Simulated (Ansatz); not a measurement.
Reaction (ligand exchange at a Ge–C bond): `C=[C]([GeH3])Br` + `CNC` → `C[N](C)[GeH3]` + `C=CBr`

Computed with Ansatz on PBE0-D4/def2-TZVP structures; ΔE is electronic, products minus reactants. CBS: MP2 limit from def2 TZ/QZ plus the TZ coupled-cluster correction, frozen cores. Functionals use def2-TZVPP. B3LYP here is the variant with VWN-RPA as its local correlation; programs differ in this. For Br, Ge outer-core shells are correlated without core-valence functions, which leaves a few kJ/mol of doubt a bond. Scalar relativity is left out up to krypton.

```tsv
level	ΔE (kcal/mol)	difference from CCSD(T)/CBS
PBE-D4	-0.9	0.3
r2SCAN-D4	-1.3	-0.1
PBE0-D4	-0.9	0.3
B3LYP-D4	-1.7	-0.5
ωB97X-V	-1.7	-0.5
ωB97M-V	-1.4	-0.2
B2PLYP	-1.5	-0.3
PBE	-0.6	0.6
r2SCAN	-1.2	0.0
PBE0	-0.7	0.5
B3LYP	-1.4	-0.2
HF/def2-TZVPP	-2.0	-0.8
MP2/def2-TZVPP	-1.4	-0.2
SCS-MP2/def2-TZVPP	-1.7	-0.5
CCSD/def2-TZVPP	-1.5	-0.3
CCSD(T)/def2-TZVPP	-1.4	-0.2
HF/def2-QZVPP	-2.1	-0.9
MP2/def2-QZVPP	-1.3	-0.1
SCS-MP2/def2-QZVPP	-1.6	-0.4
HF/CBS(def2)	-2.2	-1.0
MP2/CBS(def2)	-1.2	0.0
CCSD/CBS(def2)	-1.3	-0.1
CCSD(T)/CBS	-1.2	0
```

Largest T1 diagnostic among the species: 0.011.
